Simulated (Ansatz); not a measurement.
Si₆W⁺, relaxed as a doublet with UKS PBE-D4/def2-SVP in Ansatz, starting from the GFN2-xTB geometry. Force threshold 0.02 eV/Å.

In the def2 sets W takes a core potential; there is no spin–orbit coupling. Another isomer (doublet) lies 1.45 eV lower at PBE0-D4/def2-TZVP; other spin states weren't run for this one.

Start:

```xyz
7

W     0.858    0.288   -0.169
Si    1.473   -1.924   -0.997
Si    0.695    1.642   -2.167
Si   -1.432    1.157    1.898
Si   -1.607   -0.576    0.361
Si    0.731    1.923    1.642
Si   -0.717   -2.510   -0.569
```

(1) Estimate the energy that the relaxation releases and the steps that it takes.

(2) Does the start keep its bonding and symmetry?

(3) Predict the relaxed structure.

Answers

(1) 1.87 eV, in 31 steps; 1.9 min on 4 threads of Arm Neoverse V2 on a shared host. No frequencies were taken in this run, so the end may be a saddle point.

(2) Bonds formed: Si3–Si4, Si3–Si5, Si5–Si6 (atoms count from 1). Point group Cs at the start, Cs at the end, both within 0.05 Å.

(3) 
```xyz
7

W     1.099   -0.036   -0.364
Si    1.829   -2.214   -1.142
Si   -0.421    1.633   -1.241
Si   -1.436    2.074    0.967
Si   -1.273   -0.214    0.374
Si    0.577    0.914    1.802
Si   -0.375   -2.157   -0.396
```
Bond lengths: 7 × Si–Si 2.27 to 2.60 Å; 5 × Si–W 2.42 to 2.58 Å.
